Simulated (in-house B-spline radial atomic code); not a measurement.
Cl⁶⁺. Computed with a B-spline radial atomic code. Model: all-electron spherical atom, spin shells full or empty, radial basis limit, no spin-orbit coupling, Breit or QED, empty-state partial waves extrapolated as (l+1/2)^-4, RPA, G0W0 and static COHSEX of the highest shell as one setting changes (uncorrelated shells keep exact exchange).

In a row where one electron alone is correlated, RPA and GW hold only self-correlation.

Given: element Cl; charge 6; filled core Ne; hamiltonian non-relativistic; mean-field start r2SCAN; highest l of empty states 9; highest mean-field shell 3s up.

Shell: 3s 1 0 (electrons up and down).

```
lowest nl shells left uncorrelated  RPA correlation energy (hartree)  G0W0 level (eV)  G0W0 minus most complete (meV)  COHSEX level (eV)
                                 0                          -0.66112           -115.1                               0            -117.14
                                 1                                 ?                ?                               ?                  ?
                                 2                                 ?                ?                               ?                  ?
                                 3                         -0.033152          -114.71                           398.6            -116.54
```

(1) What follows for lowest nl shells left uncorrelated = 1?

(2) What follows for lowest nl shells left uncorrelated = 2?

Answers

(1) RPA correlation energy -0.53272 hartree; G0W0 level -115.1 eV; G0W0 minus most complete 4.6 meV; COHSEX level -117.12 eV.

(2) RPA correlation energy -0.38696 hartree; G0W0 level -115.14 eV; G0W0 minus most complete -39.7 meV; COHSEX level -117.19 eV.
